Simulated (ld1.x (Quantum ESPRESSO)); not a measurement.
## How hard is this magnesium PAW potential?

Mg (Z = 12), PAW, made with ld1.x (Quantum ESPRESSO) 7.5 (PBE, non-relativistic). Core [Ne], reference 3s2 3p0. Waves: 3s (bound): rcut 2.60, rcutus 2.95 bohr; 3s channel at 0.45 Ry: rcut 2.60, rcutus 2.95 bohr; 3p (bound, empty): rcut 2.15, rcutus 2.95 bohr; 3p channel at 1.25 Ry: rcut 2.15, rcutus 2.95 bohr. Local part: all-electron potential smoothed inside 2.40 bohr (lloc = -1). Core correction: Bessel-smoothed model core inside 2.55 bohr. Augmentation charge: PSQ, inside the norm-conserving radii.

The pseudo-atom Hamiltonian at the reference potential is diagonalised in spherical Bessel functions j_l(qr) that vanish at 20 bohr, with q² up to the cutoff. All-electron valence levels (Ry): 3s -0.3454, 3p -0.0983.

**Question.** How do the lowest levels (Ry) of each channel move with the cutoff, and are there ghosts?

**Answer.**

| cutoff (Ry) | s #1 | p #1 | d #1 | d #2 | f #1 | Σ f·Δε (mRy) |
| --- | --- | --- | --- | --- | --- | --- |
| 8 | -0.3453 | -0.0982 | 0.0532 | 0.1359 | 0.1080 | 0.0 |
| 10 | -0.3453 | -0.0982 | 0.0532 | 0.1359 | 0.1080 | 0.0 |
| 400 | -0.3453 | -0.0982 | 0.0532 | 0.1359 | 0.1080 | 0.0 |

Result: no extra level below or beside the all-electron valence levels (s, p, d, f tested); 10 mRy is reached at 6 Ry and 1 mRy at 6 Ry.
